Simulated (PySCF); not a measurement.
Computed IR spectrum (relative IR intensity) of a molecule C6H10. Coordinates come from a PBE0-D3(BJ)/def2-SVP optimisation. The values are those of a single conformer. These are PBE0-D3(BJ)/def2-SVP (PySCF) values and carry that method's errors. Frequencies are harmonic and unscaled.

ν (cm⁻¹): 370 (m), 380 (vw), 461 (w), 647 (vw), 795 (w), 837 (m), 908 (vw), 921 (m), 949 (vw), 996 (w), 999 (w), 1048 (w), 1084 (w), 1206 (w), 1238 (vw), 1322 (w), 1354 (m), 1390 (m), 1396 (vw), 1444 (m), 1451 (m), 1464 (w), 1468 (w), 1747 (m), 3041 (s), 3044 (s), 3050 (s), 3054 (s), 3111 (s), 3118 (m), 3140 (vs), 3158 (m), 3200 (m) (against the strongest line: vs over 80 %, s over 45 %, m over 15 %, w over 4 %, vw less)

**Question.** Pick the molecule that these values belong to.
A. C[C@H]1C=CCC1
B. CC#CCCC
C. CC1=C[C@@H](C)C1
D. C=C1CC[C@@H]1C

**Answer.** C, CC1=C[C@@H](C)C1
